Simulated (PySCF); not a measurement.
CH₂NO, SMILES [NH]C=O, multiplicity 2. Atoms are numbered in the order given.

```xyz
5

N     -0.1132     1.1097     0.0000
C      0.4584    -0.0485     0.0000
O     -0.2964    -1.0556     0.0000
H     -1.1329     1.1148     0.0000
H      1.5458    -0.1471     0.0000
```
Charge 0, spin multiplicity 2.

Geometry optimised at PBE0-D3(BJ)/def2-TZVP. The geometry has at least one imaginary mode, so it is a saddle point at that level. The isomer is the one that the SMILES or the coordinates give; other isomers of the formula were not compared. The values are those of a single conformer.

Two levels are set side by side: PBE/pcH-1 (PySCF) and B3LYP/pcH-1 (PySCF). Contact hyperfine couplings, same geometry. Differences are taken from unrounded values.

```tsv
quantity	PBE
A(iso) of 14N, atom N1 (MHz)	24.8
A(iso) of 13C, atom C2 (MHz)	-23.0
A(iso) of 17O, atom O3 (MHz)	-17.7
A(iso) of 1H, atom H4 (MHz)	28.1
A(iso) of 1H, atom H5 (MHz)	16.5
```

Q: These are the PBE values. What does B3LYP give? (Estimate from the structure and the level; the computed values follow.)

A: 
```
quantity                      B3LYP  PBE minus B3LYP
----------------------------  -----  ---------------
A(iso) of 14N, atom N1 (MHz)   18.1              6.7
A(iso) of 13C, atom C2 (MHz)  -33.3             10.3
A(iso) of 17O, atom O3 (MHz)  -31.2             13.6
A(iso) of 1H, atom H4 (MHz)    28.8             -0.7
A(iso) of 1H, atom H5 (MHz)    18.0             -1.6
```

Rough cost on one machine, each run with all the roots and properties that it gave: B3LYP against PBE about 3 times.
